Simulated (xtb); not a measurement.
Se(Et)(SeH) (C₂H₆Se₂), SMILES CC[Se][SeH]. All values are semi-empirical tight-binding results from xtb (GFN2-xTB unless named), good for trends rather than for accurate numbers. Geometry optimised at GFN2-xTB. Other conformers were not sampled.

Optimised geometry:

```xyz
10

Se     0.1374    -0.4942     0.9361
C     -0.6303    -1.7888    -0.3446
C     -1.9441    -1.3103    -0.9281
H     -0.7599    -2.7043     0.2353
H      0.1176    -1.9602    -1.1209
H     -1.7966    -0.3962    -1.5050
H     -2.6647    -1.1052    -0.1388
H     -2.3567    -2.0705    -1.5891
Se     0.4966     1.2259    -0.5994
H      1.3509     1.9532     0.3080
```
Charge 0, spin multiplicity 1.

The geometry has at least one imaginary mode, so it is a saddle point at that level.

```json
{
 "orbital_gap": "2.57 eV",
 "static polarisability (D4 model)": "81.0 bohr³",
 "solvation energy, GFN2-xTB/ALPB(water)": "-1.3 kcal/mol",
 "solvation energy, GFN2-xTB/ALPB(acetone)": "-5.5 kcal/mol"
}
```

### Question
Give the atomic charges and the Wiberg bond orders between heavy atoms. (The exact figures need the calculation; the answer reports its results.)

### Answer
charges (e) Se1 -0.13, C2 -0.01, C3 -0.10, H4 0.06, H5 0.06, H6 0.06, H7 0.05, H8 0.05, Se9 -0.18, H10 0.15. Bond orders Se1–C2 1.01, C2–C3 1.03, Se1–Se9 1.27.
